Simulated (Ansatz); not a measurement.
This triplet lies within 0.05 eV of the relaxed singlet at the level B3LYP/cc-pVTZ // B3LYP-D3(BJ)/def2-TZVP (Ansatz, a program for electronic structure).

Species: C₃H₃N, SMILES `[C-]#[N+][C]C` (near-degenerate triplet) (charge 0, multiplicity 3).

Give a relaxed geometry from B3LYP-D3(BJ)/def2-TZVP in Ansatz.

the end point of this relaxation (outside a Z-matrix the atoms follow the SMILES, hydrogens last).
Cartesian coordinates (Å) in one orientation:
```xyz
7

C      2.771    -0.144    -0.270
N      1.587    -0.194    -0.057
C      0.359    -0.304     0.271
C     -0.925     0.090    -0.322
H     -0.968     1.175    -0.471
H     -1.751    -0.197     0.329
H     -1.072    -0.397    -1.293
```
